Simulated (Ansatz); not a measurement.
Z-matrix (Å, degrees):
```
In
F 1 2.149
In 1 3.378 2 38.2
F 1 2.149 2 76.4 3 0.3
C 1 2.125 2 104.0 3 -100.6
H 1 1.703 2 103.8 3 101.5
C 3 2.125 1 107.9 2 89.4
H 3 1.703 1 107.4 2 -90.3
H 5 1.090 1 108.2 2 25.6
H 5 1.091 1 110.1 2 144.8
H 5 1.090 1 111.3 2 -94.4
H 7 1.090 3 108.3 1 38.4
H 7 1.091 3 109.1 1 -80.0
H 7 1.090 3 112.0 1 159.1
```

Total charge 0; spin multiplicity 1. In takes the def2 core potential.

(1) List the ωB97M-V/def2-TZVPP orbital energies in eV (Ansatz 0.2.0). (Estimate.)

Answers

(1) Ansatz gave: Occupied: -676.22, -676.22, -281.16, -281.15, -130.98, -130.98, -87.38, -87.37, -87.28, -87.27, -87.12, -87.12, -34.25, -33.99, -24.09, -24.03, -23.99, -23.87, -23.78, -23.71, -23.71, -23.69, -23.67, -23.65, -21.54, -21.49, -15.81, -15.30, -14.13, -14.01, -13.66, -13.62, -13.49, -13.47, -13.25, -12.96, -12.36, -11.55, -10.28, -10.08. Lowest empty: 0.66, 0.94, 1.33, 1.40, 1.55, 1.67, 2.57, 3.30.
